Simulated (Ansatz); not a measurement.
In4As4⁻, relaxed as a doublet with UKS PBE-D4/def2-SVP in Ansatz, starting from the GFN2-xTB geometry. Force threshold 0.03 eV/Å.

In the def2 sets In takes a core potential; there is no spin–orbit coupling. The relaxation made no stability test and no search for a lower SCF solution. The structure comes from a short search, and lower isomers may exist.

Start:

```xyz
8

In   -0.720   -1.129   -0.473
In   -1.413    1.990   -2.229
In    2.500   -1.011    0.162
In   -0.374   -0.284    2.652
As    0.922    0.416   -2.015
As    0.494   -2.675    1.344
As    0.496    1.532    0.123
As   -1.904    1.162    0.435
```

Task: Estimate the energy that the relaxation releases and the steps that it takes.

Result: 0.18 eV, in 17 steps; 4.8 min on 4 threads of Arm Neoverse N1 on a shared host. No frequencies were taken in this run, so the end may be a saddle point.

Task: Does the start keep its bonding?

Result: By distances, no bond broke or formed. The bond that changes most is In1–As7, from 2.99 to 3.17 Å (atoms count from 1).

Task: Predict the relaxed structure.

Result: 
```xyz
8

In   -0.875   -1.082   -0.501
In   -1.433    1.872   -2.249
In    2.596   -0.841    0.365
In   -0.438   -0.452    2.740
As    0.923    0.217   -2.046
As    0.450   -2.633    1.106
As    0.579    1.698   -0.029
As   -1.801    1.221    0.614
```
Bond lengths (bridged metal pairs left out): 10 × As–In 2.60 to 3.12 Å; 2 × As–As 2.51 to 2.53 Å.
